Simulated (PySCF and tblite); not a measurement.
Values are calculated unless marked as measured or tabulated.
2 diastereomers of C₆H₁₄O₂, numbered alike:

```csv
isomer,SMILES,descriptors (one enantiomer)
A,[CH3:1][O:2][C@@H:3]([CH3:4])[C@H:5]([CH3:6])[O:7][CH3:8],"3S, 5S"
B,[CH3:1][O:2][C@H:3]([CH3:4])[C@H:5]([CH3:6])[O:7][CH3:8],"3R, 5S"
```

Protocol: conformer search, at most 7 conformers an isomer, GFN2-xTB geometries, energies PBE0/pcSseg-1 (D3(BJ) added where defined), GIAO shieldings PBE0/pcSseg-1, weights at 298.15 K with GFN2-xTB thermal terms. Programs: PySCF with density fitting and tblite.

Question: What shifts does each isomer give (ppm)?

Answer: 
A: ¹H (against TMS): 3.57 (H1/H8, 6H), 3.34 (H3/H5, 2H), 1.07 (H4/H6, 6H). ¹³C (against TMS): 82.9 (C3/C5), 59.2 (C1/C8), 15.3 (C4/C6).

B: ¹H (against TMS): 3.56 (H1/H8, 6H), 3.11 (H3/H5, 2H), 1.16 (H4/H6, 6H). ¹³C (against TMS): 84.7 (C3/C5), 59.2 (C1/C8), 16.3 (C4/C6).

Shifts are unscaled: against experiment ¹³C can be off by 15 ppm or more and ¹H by 0.8 ppm.
